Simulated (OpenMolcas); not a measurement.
Ge II: thermal populations, the spin-orbit constant, worked from levels

* Program: OpenMolcas
* Basis: ANO-R2 [6s5p4d3f1g]
* Scalar Hamiltonian: X2C, finite nucleus
* Active space: 3 electrons in 9 orbitals (RAS2 4s 4p; RAS3 4d, at most 2 electrons)
* State averaging: 2S+1 = 4 odd, 1 root (0 in the spin-orbit step); 2S+1 = 2 odd, 3 roots; 2S+1 = 4 even, 3 roots; 2S+1 = 2 even, 9 roots
* Spin-orbit coupling: state interaction with AMFI integrals over the reference wave functions, term energies averaged over their components

Methods: RASSCF; SS-RASPT2, IPEA 0.25 Eh, imaginary shift 0.1 Eh (closed shells correlated: 3d). Measured levels: NIST Handbook of Basic Atomic Spectroscopic Data.

**Thermal populations.** Z = Σ (2J + 1) exp(-E/kT) with k = 0.695035 cm-1/K, over the levels below. No other level of either list lies under 62400 cm-1, which is above 7 kT at each temperature.

```
         Level  2J + 1  SS-RASPT2  measured
4s2 4p 2P* 1/2       2        0.0       0.0
4s2 4p 2P* 3/2       4       1608      1767
 4s 4p2 4P 1/2       2      50629     51576
 4s 4p2 4P 3/2       4      51218     52291
 4s 4p2 4P 5/2       6      52119     53367
```

| T (K) | Z, SS-RASPT2 | Z, measured levels | Ground level (%), SS-RASPT2 | Ground level (%), measured levels |
| --- | --- | --- | --- | --- |
| 5000 | 4.518 | 4.406 | 44.3 | 45.4 |
| 8000 | 4.997 | 4.912 | 40.0 | 40.7 |
| 12000 | 5.323 | 5.258 | 37.6 | 38.0 |

At 12000 K, kT = 8340 cm-1, and the computed levels give Z = 2.000 + 3.299 + 0.005 + 0.009 + 0.012 = 5.323.

**The spin-orbit constant.** For the Hund term 2P* of p1, E(J) = (A/2) J(J+1) + constant and ζ = 2S·A = A. From J = 1/2 to J = 3/2 the energy changes by 1.5 A.

```json
{"Source": "RASSCF", "E(3/2) - E(1/2)": "1608.0", "A": "1072.0", "ζ": "1072"}
{"Source": "SS-RASPT2", "E(3/2) - E(1/2)": "1608.0", "A": "1072.0", "ζ": "1072"}
{"Source": "measured", "E(3/2) - E(1/2)": "1767.4", "A": "1178.3", "ζ": "1178"}
```

All in cm-1. SS-RASPT2 is off by -9.0 % and RASSCF by -9.0 %. Both methods take the spin-orbit matrix elements from the reference wave functions, so the second can move ζ only through the term energies and any multistate remixing.

Some high roots are left out of the spin-orbit mixing, which shifts the levels that they would mix with. Active for correlation alone: 4d; no level in the range computed is led by a configuration that fills it, so any true level of that kind is missing. Some terms mix strongly with configurations of 4d, whose occupation reaches 0.17 (4s 4p2 2D). Without dynamic correlation excited terms often stand tens of per cent too high (terms of higher spin than the ground term too low), and those without a measured partner can miss by more than the paired ones (holds for RASSCF). Measured partners are found by configuration, term and J. A level has none where our copy of the source lacks it or the pairing is in doubt (some pairs that miss far off the trend of their configuration count as doubtful), and it then counts in no deviation. Only configurations of the active space appear.

* marks odd parity.
